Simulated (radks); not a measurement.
Valence configurations of the promethium ion Pm2+ (all share [Xe]). Method: scalar-relativistic Kohn-Sham, r2SCAN, spin-polarised, spherical densities, finite nucleus; open shells are filled with parallel spins first (spin-orbit coupling, left out, can overturn this in heavy ions); meta-GGA in the generalised Kohn-Sham scheme; Fermi nuclear charge, rms radius 4.962 fm; computed with a radial shooting solver on a logarithmic mesh with Libxc functionals. Energies are relative to 4f5; eigenvalues in eV for spin up.

valence	E (eV)	moment (Bohr magnetons)	e(4f)	e(5d)	e(6p)	e(6s)
4f5	0.000	5	-16.191	-	-	-
4f4.5 6s0.5	2.211	5	-20.272	-	-	-14.715
4f4 5d1	4.605	5	-21.919	-15.394	-	-
4f4 6s1	5.724	5	-24.627	-	-	-16.125
4f4 6p1	9.975	5	-25.726	-	-12.294	-
4f3.5 5d1 6p0.5	11.431	5	-27.030	-17.621	-11.540	-
4f3 5d2	13.398	5	-28.310	-17.231	-	-
4f3 6s2	19.536	3	-34.318	-	-	-17.559
4f3 5d1 6p1	20.214	5	-32.353	-19.809	-12.756	-
4f3 6s1 6p1	22.775	5	-35.223	-	-13.931	-18.827

NIST lists [Xe] 4f5 as the ground configuration; this level of theory agrees among the configurations tried. The energies are those of spherical high-spin densities, not of single terms.
